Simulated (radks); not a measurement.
Results of a calculation; reference values are marked as such.
Task: All-electron atom: Hg45+ in [Ar] 3d10 4s2 4p5. Level of theory: Dirac Kohn-Sham, LB94 model potential, spin-unpolarised, spherical densities, finite nucleus; open shells fill j = l - 1/2 first; Fermi nuclear charge, rms radius 5.4648 fm (a radial shooting solver on a logarithmic mesh with Libxc functionals). Some entries of the table are withheld. Estimate them.

| orbital | occ. | eigenvalue (eV) | <r> (bohr) |
|---|---|---|---|
| 1s1/2 | 2 | -85525.25 | 0.01657 |
| 2s1/2 | 2 | -17018.63 | (1) |
| 2p1/2 | 2 | (2) | (3) |
| 2p3/2 | 4 | (4) | (5) |
| 3s1/2 | 2 | -5680.282 | 0.1777 |
| 3p1/2 | 2 | -5421.562 | 0.1678 |
| 3p3/2 | 4 | -4973.654 | 0.1827 |
| 3d3/2 | 4 | (6) | 0.1585 |
| 3d5/2 | 6 | (7) | 0.1631 |
| 4s1/2 | 2 | -2677.035 | 0.3578 |
| 4p1/2 | 2 | -2565.453 | 0.3533 |
| 4p3/2 | 3 | -2419.060 | 0.3756 |

Result: 
(1) 2s1/2 <r> (bohr): 0.06907
(2) 2p1/2 eigenvalue (eV): -16440.62
(3) 2p1/2 <r> (bohr): 0.05673
(4) 2p3/2 eigenvalue (eV): -14475.07
(5) 2p3/2 <r> (bohr): 0.06538
(6) 3d3/2 eigenvalue (eV): -4550.414
(7) 3d5/2 eigenvalue (eV): -4453.074
